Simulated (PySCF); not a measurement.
Job file and geometry (Å, from GFN2-xTB) of an NMR shielding run on `[BH3-][P@@H+]1CCC=C1C(C)C`, C7H16BP, GIAO PBE0/pcSseg-1 NMR shielding, non-relativistic, gas phase (PySCF); density fitting, a coarse starting grid and PySCF grid level 2 are the driver's defaults:

```
$ OMP_NUM_THREADS=1 python probes_run.py task.json out

{"job": {"kind": "nmr", "xc": "PBE0", "basis": "pcSseg-1"}, "charge": 0, "multiplicity": 1}
B      1.706979    -1.934663     1.276564
P      1.304889    -0.643039    -0.078561
C      2.359027     0.867022    -0.167525
C      1.443364     2.029825    -0.570438
C      0.037420     1.648883    -0.214650
C     -0.208643     0.364050     0.024657
C     -1.497130    -0.309478     0.387371
C     -1.776623    -1.418224    -0.629612
C     -2.674201     0.655898     0.486153
H      2.818353    -2.296465     1.045355
H      1.611620    -1.297383     2.283541
H      0.892612    -2.797317     1.177897
H      1.272781    -1.001604    -1.434741
H      2.758528     1.023183     0.838996
H      3.204089     0.732975    -0.843990
H      1.498867     2.211135    -1.648799
H      1.735628     2.956252    -0.071581
H     -0.713729     2.423223    -0.193140
H     -1.344235    -0.785229     1.365105
H     -1.898618    -0.998565    -1.626716
H     -2.684044    -1.956663    -0.366309
H     -0.947049    -2.125805    -0.644759
H     -2.855604     1.135896    -0.473357
H     -3.573646     0.116533     0.774599
H     -2.481569     1.423703     1.231805
```

**Question.** What does the program print?

**Answer.** 
```
coarse grid: 20232 points
cycle   1  E = -641.8581143569  dE =  1.023e+00  |g| = 5.314e-01  |ddm| = 4.414e+00
cycle   2  E = -641.8616508459  dE = -3.536e-03  |g| = 5.315e-01  |ddm| = 1.245e+00
cycle   3  E = -641.9448600892  dE = -8.321e-02  |g| = 4.111e-02  |ddm| = 6.324e-01
cycle   4  E = -641.9451870856  dE = -3.270e-04  |g| = 2.305e-02  |ddm| = 9.082e-02
cycle   5  E = -641.9453268284  dE = -1.397e-04  |g| = 7.265e-03  |ddm| = 3.263e-02
cycle   6  E = -641.9453389488  dE = -1.212e-05  |g| = 2.647e-03  |ddm| = 9.999e-03
cycle   7  E = -641.9453406847  dE = -1.736e-06  |g| = 4.970e-04  |ddm| = 2.913e-03
final grid: 187544 points
cycle   8  E = -642.0019196955  dE = -7.595e-05  |g| = 1.003e-02  |ddm| = 5.283e-02
cycle   9  E = -642.0019126873  dE =  7.008e-06  |g| = 1.141e-02  |ddm| = 2.087e-02
cycle  10  E = -642.0019466237  dE = -3.394e-05  |g| = 1.123e-03  |ddm| = 1.205e-02
cycle  11  E = -642.0019469165  dE = -2.928e-07  |g| = 4.263e-04  |ddm| = 1.612e-03
cycle  12  E = -642.0019469577  dE = -4.125e-08  |g| = 1.357e-04  |ddm| = 5.136e-04
cycle  13  E = -642.0019469628  dE = -5.022e-09  |g| = 3.390e-05  |ddm| = 2.134e-04
cycle  14  E = -642.0019469631  dE = -3.270e-10  |g| = 7.469e-06  |ddm| = 4.639e-05
converged SCF energy = -642.0019469631

GIAO shielding tensors (ppm)
atom      isotropic    diamagn.    paramagn.     s11        s22        s33       span
  0 B      150.900     190.050     -39.150    144.410    150.572    157.717     13.306
  1 P      330.540     969.288    -638.749    220.124    359.175    412.320    192.197
  2 C      161.413     258.099     -96.686    133.636    170.524    180.080     46.444
  3 C      149.386     251.695    -102.309    125.424    152.575    170.159     44.735
  4 C       44.168     253.837    -209.669    -53.904     45.037    141.371    195.275
  5 C       34.296     270.852    -236.556    -68.139     46.643    124.384    192.523
  6 C      153.836     244.034     -90.198    141.272    157.740    162.495     21.222
  7 C      162.459     250.445     -87.986    150.487    153.813    183.077     32.590
  8 C      165.473     248.256     -82.783    153.614    157.221    185.584     31.970
  9 H       30.742      29.006       1.736     26.881     29.143     36.201      9.320
 10 H       30.997      30.102       0.895     27.938     29.452     35.601      7.663
 11 H       30.650      29.474       1.176     26.487     30.394     35.069      8.583
 12 H       26.169      31.784      -5.615     22.475     25.028     31.004      8.530
 13 H       29.716      32.280      -2.564     24.220     28.800     36.128     11.909
 14 H       29.565      30.885      -1.321     24.726     27.402     36.566     11.839
 15 H       28.991      30.830      -1.839     24.605     26.909     35.457     10.852
 16 H       28.893      30.126      -1.233     23.720     27.003     35.955     12.235
 17 H       25.514      35.107      -9.592     22.615     24.681     29.247      6.631
 18 H       28.913      32.580      -3.667     24.241     28.919     33.580      9.339
 19 H       31.193      32.145      -0.952     28.424     28.820     36.334      7.911
 20 H       30.509      30.339       0.171     26.015     27.917     37.595     11.580
 21 H       30.069      32.205      -2.136     24.305     31.088     34.813     10.507
 22 H       30.776      31.518      -0.743     27.448     28.874     36.005      8.557
 23 H       30.430      29.079       1.350     25.684     28.224     37.382     11.698
 24 H       30.343      31.238      -0.896     25.783     28.275     36.969     11.186
```

Size and cost of the density-fitted run: 240 basis functions, 60 s wall time on 1 thread of an Arm Neoverse V2, shared host; peak memory 1.1 GiB.
